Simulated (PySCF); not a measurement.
Polarisability and C₆ of Mn (manganese, neutral)

[Ar] 3d5 4s2, high-spin 6S determinant. Computed with PySCF 2.14 in ANO-RCC-VTZP (6s5p3d2f1g, 59 functions), with scalar relativity by spin-free X2C-1e. Coupled (time-dependent) response in atomic units; α is the mean over directions. The basis has no added diffuse functions, which lowers α and C₆.

```
method  mean α (bohr³)  C₆ (like pair)  S(−4)
   UHF           74.06           732.4   4329
   PBE           61.29           569.3   2003
  PBE0           64.75           614.1   2263
PBEsol           60.27           556.7   1918
```

S(−4) is the Cauchy moment in α(ω) = α(0) + S(−4) ω² + …

Reference α: 68 ± 9 bohr³ (recommended; Schwerdtfeger and Nagle, table of static dipole polarizabilities (2023 update)). Published C₆: 552.0 (Chu and Dalgarno (2004); Tang, Norbeck and Certain (1976)).

α(iu) at PBE0:

```csv
u (hartree),α(iu) (bohr³)
0,64.75
0.0500,59.75
0.100,49.38
0.200,30.76
0.300,19.83
0.500,10.24
0.750,5.966
1.00,4.124
1.50,2.488
2.00,1.722
3.00,0.9765
5.00,0.4345
```

A single London oscillator, α(iu) = α/(1 + u²/ω²), gives C₆ = (3/4) ω α². Matching the computed C₆ needs ω = 4 × 614.1 / (3 × 64.75²) = 0.195 hartree.
